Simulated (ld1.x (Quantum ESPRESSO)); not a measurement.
## O: one change to a TM potential, before and after

| Property | Result |
| --- | --- |
| Element | oxygen (O) |
| Generator | ld1.x (Quantum ESPRESSO) 7.5 |
| Type | norm-conserving Troullier–Martins (Kleinman–Bylander form) |
| Functional | PBE |
| Relativity | scalar-relativistic |
| Frozen core | [He] |
| Valence charge | 6 |
| Reference configuration | 2s2 2p3 (charge +1) |
| Partial waves | 2p (bound): rc 1.20 bohr; 2s (bound): rc 0.85 bohr |
| Local potential | the s channel |
| Core correction | a·sin(br)/r model core, default radius (core density twice the valence density) |

Change: wave 2s (bound): rc 0.85 bohr becomes 2s (bound): rc 0.98 bohr.

Cutoffs: the cutoffs (Ry, on a coarse ladder) from which the occupation-weighted sum of valence levels, in a spherical-Bessel basis at the reference potential, stays within 10 and 1 mRy of its value at 400 Ry; they do not see the model core or the augmentation charge, which bear on the density cutoff. Errors are all-electron minus pseudo energies relative to the spin-unpolarised reference configuration.

Task: What does the change do?

Result: The potential gets neither clearly harder nor softer (100 Ry and 180 Ry → 100 Ry and 160 Ry); the p channel sets the loose cutoff, while the largest relative change is in s, which becomes softer; the number of tests with a reliable result goes from 7 to 6; of the 6 tests that both files solve, the error grows in 4 and shrinks in 0 by more than 15 % and 0.3 meV (median size 64.2 → 78.6 meV); neither file shows a bound ghost. More of the atom is replaced by a form fitted at one configuration, so other configurations suffer.

```tsv
quantity	base	changed
cutoff, loose	100 Ry	100 Ry
cutoff, tight	180 Ry	160 Ry
loose cutoff by channel (10 mRy a level)	p 80 Ry, s 70 Ry	p 80 Ry, s 55 Ry
bound ghosts	none	none
tests with a reliable result	7 of 7	6 of 7
error for 2s2 2p2, meV [ΔE 33.59 eV]	+27	+32
error for 2s2 2p1, meV [ΔE 87.46 eV]	+211	+239
error for 2s0 2p6, meV [ΔE 13.51 eV]	+92	+112
error for 2s2 2p3.5, meV [ΔE -10.15 eV]	+2.6	+3.4
error for 2s1 2p5, meV [ΔE -1.48 eV]	+37	+46
error for 2s2 2p0, meV [ΔE 164.36 eV]	+819	+902
s: phases at 1.30 bohr within 0.05 rad from the reference energy up to (Ry; the scan ends near 5)	to the end of the scan	to the end of the scan
p: phases at 1.30 bohr within 0.05 rad from the reference energy up to (Ry; the scan ends near 5)	to the end of the scan	to the end of the scan
```
